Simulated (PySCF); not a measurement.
# From computed data to an observable: entropy of an ideal gas

C2H3F2, SMILES C[C](F)F, multiplicity 2.

The structure is a stationary point at PBE-D3(BJ)/def2-SVP. The isomer is the one that the SMILES or the coordinates give; other isomers of the formula were not compared.

PySCF with PBE-D3(BJ)/def2-SVP gives the harmonic wavenumbers 197, 365, 442, 525, 852, 944, 1041, 1234, 1254, 1354, 1392, 1396, 2926, 3054, 3107 cm⁻¹ and the rotational temperatures 0.4796, 0.4361, 0.2415 K. The molar mass is 65.04 g/mol, the symmetry number 1, the spin multiplicity 2.

Task: Work out the entropy at 298.15 K and 1 atm in the rigid-rotor, harmonic-oscillator model.

Result: 
Translation (Sackur–Tetrode at 1 atm): S = R[1.5 ln M + 2.5 ln T − 1.16487] = 160.8 J/(mol K).
Rotation: q = (√π/σ) T^1.5/√(θA θB θC) = 40600, S = R[ln q + 3/2] = 100.7 J/(mol K).
Vibration: with u = 1.4388 ν/T, each mode gives R[u/(e^u − 1) − ln(1 − e^−u)]:
```
ν (cm⁻¹)  modes     u  S (J/(mol K))
--------  -----  ----  -------------
197           1  0.95           9.04
365           1  1.76           4.61
442           1  2.13           3.43
525           1  2.53           2.50
852           1  4.11           0.71
944           1  4.56           0.49
1041          1  5.02           0.33
1234          1  5.95           0.15
1254          1  6.05           0.14
1354          1  6.53           0.09
1392          1  6.72           0.08
1396          1  6.74           0.08
```
The stiffer modes add less than 0.005 each. Sum 21.6 J/(mol K).
Spin: R ln 2 = 5.8 J/(mol K).
Total 288.9 J/(mol K); the program's own thermochemistry gives 288.9. Translation makes up 56 % and vibration 7 %. Anharmonicity, hindered rotation and orbital degeneracy are left out.
